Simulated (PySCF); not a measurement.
C2H7Al, singlet, at a GFN2-xTB geometry (such geometries of metal compounds can be far from the true shape). Base run: CCSD(T)/cc-pVDZ in PySCF.

Here is a job for PySCF.
```python
from pyscf import gto, scf, cc

mol = gto.M(
    atom='''
Al   -0.65165044    0.88705720    0.56697116
H    -1.06119164    1.54604546    1.90904495
H    -1.30156254    1.52983553   -0.68851914
C     0.58897221   -0.66252663    0.31594345
C     0.60113054   -0.93293184   -1.20255948
H     0.28450092   -1.58011908    0.84014238
H     1.61963818   -0.47777682    0.65285272
H     0.92709418   -0.04403707   -1.74595183
H    -0.40278758   -1.17618196   -1.55493373
H     1.26514775   -1.75675870   -1.46356420
''',
    basis='cc-pvdz',
    verbose=4,
    max_memory=1800,
)

mf = scf.RHF(mol)
mf.kernel()

mycc = cc.CCSD(mf, frozen=7)
mycc.kernel()
et = mycc.ccsd_t()
print('E(CCSD(T)) = %.10f' % (mycc.e_tot + et))
```

Variants of this job, named by their change:

```tsv
change	ΔE vs base (mEh)	MP2 correlation (Eh)	CC correlation without the perturbative part (Eh)	basis functions
base	0.000	-0.36418	-0.41333	81
method = ccsd	(withheld)	-0.36418	-0.41333	81
method = cisd	58.928	-	-	81
method = mp2	59.854	-0.36418	-	81
```

**Question.** What belongs in the gaps?

**Answer.** 
- method = ccsd, ΔE vs base (mEh): 10.709
